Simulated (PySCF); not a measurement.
C2H8N2Si2, SMILES CN[Si@H]1C=N[SiH2]1.

The structure is a stationary point at PBE0-D3(BJ)/def2-SVP. The structure was generated by enumeration; whether it is a known compound was not checked. One conformer was computed; it need not be the lowest.

Level of theory: ωB97X/def2-TZVP run with PySCF.

Computed frontier levels, gap, dipole moment and polarisability:
The highest occupied level comes out as -8.77 eV, the lowest empty level is 1.20 eV and the orbital gap comes out as 9.96 eV. The dipole moment comes out as 3.25 D and the quadrupole, principal values (traceless, Buckingham form, about the centre of nuclear charge) comes out as -7.46, 3.20, 4.26 D·Å. The mean static polarisability comes out as 89.3 bohr³ (13.23 Å³) and the polarisability, principal values is 71.8, 82.4, 113.6 bohr³.
